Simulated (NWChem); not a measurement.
System: C₅H₈; SMILES C=C=C(C)C

The following NWChem deck was run.

```
start job
memory heap 200 mb stack 900 mb global 1100 mb
geometry units angstroms noautoz
  C      0.000000     0.000000    -2.243922
  C      0.000000     0.000000    -0.934633
  C      0.000000     0.000000     0.380124
  C      0.000000     1.282311     1.168487
  C      0.000000    -1.282311     1.168487
  H      0.934633     0.000000    -2.816895
  H     -0.934633     0.000000    -2.816895
  H      0.000000     2.165304     0.515924
  H      0.886158     1.334177     1.823678
  H     -0.886158     1.334177     1.823678
  H      0.886158    -1.334177     1.823678
  H      0.000000    -2.165304     0.515924
  H     -0.886158    -1.334177     1.823678
end
basis spherical
  C library def2-svp
  H library def2-svp
end
dft
  xc bhlyp
  iterations 150
  mulliken
end
task dft energy
```

Coordinates come from a PBE0/def2-SVP optimisation. Not confirmed as a minimum by frequencies.

Q: What results follow from this input? (BHandHLYP/def2-SVP.) Quantities: energy (Ha); highest occupied level (eV); orbital gap (eV); dipole (D).

A: 
```json
{
 "energy (Ha)": "-195.02",
 "highest occupied level (eV)": "-7.82",
 "orbital gap (eV)": "9.76",
 "dipole (D)": "0.62"
}
```
